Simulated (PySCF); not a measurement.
CH₃ClFNSi₂, SMILES F[Si@@]1(N=C[SiH2]1)Cl.

Geometry: PBE-D3(BJ)/def2-SVP. The structure was generated by enumeration; whether it is a known compound was not checked.

Computed with PBE-D3(BJ)/def2-SVP in PySCF.

Frequencies are harmonic and unscaled.

| mode | ν (cm⁻¹) | IR (km/mol) | moving atoms (share of kinetic energy) |
|---|---|---|---|
| 1 | 83 | 0.1 | C 25 %, Cl 25 %, Si 20 %, H 14 %, F 13 % |
| 2 | 118 | 0.1 | Si 24 %, H 23 %, Cl 20 %, F 15 %, C 11 % |
| 3 | 205 | 8.4 | F 53 %, Si 23 %, Cl 15 % |
| 4 | 227 | 5.9 | Si 33 %, N 22 %, F 21 %, Cl 11 %, H 9 % |
| 5 | 271 | 16.0 | N 37 %, H 29 %, F 18 % |
| 6 | 376 | 9.6 | Cl 30 %, Si 28 %, F 16 %, N 10 %, C 8 % |
| 7 | 446 | 11.3 | Si 51 %, H 17 %, N 17 %, C 12 % |
| 8 | 458 | 3.4 | H 43 %, Si 33 %, N 11 % |
| 9 | 545 | 90.4 | H 32 %, Si 26 %, C 19 %, Cl 10 %, N 9 % |
| 10 | 562 | 2.9 | H 90 % |
| 11 | 630 | 106.9 | Si 48 %, H 25 %, C 14 %, Cl 10 % |
| 12 | 722 | 43.5 | N 43 %, Si 21 %, H 17 %, C 15 % |
| 13 | 737 | 112.0 | H 36 %, Si 30 %, C 19 %, N 14 % |
| 14 | 864 | 31.6 | H 63 %, C 23 % |
| 15 | 884 | 119.5 | H 56 %, Si 19 %, F 18 % |
| 16 | 905 | 79.8 | H 44 %, Si 29 %, F 24 % |
| 17 | 1241 | 17.2 | H 80 %, C 12 % |
| 18 | 1530 | 37.3 | C 52 %, N 46 % |
| 19 | 2138 | 82.4 | H 98 % |
| 20 | 2160 | 73.5 | H 96 % |
| 21 | 2956 | 38.8 | H 92 %, C 8 % |
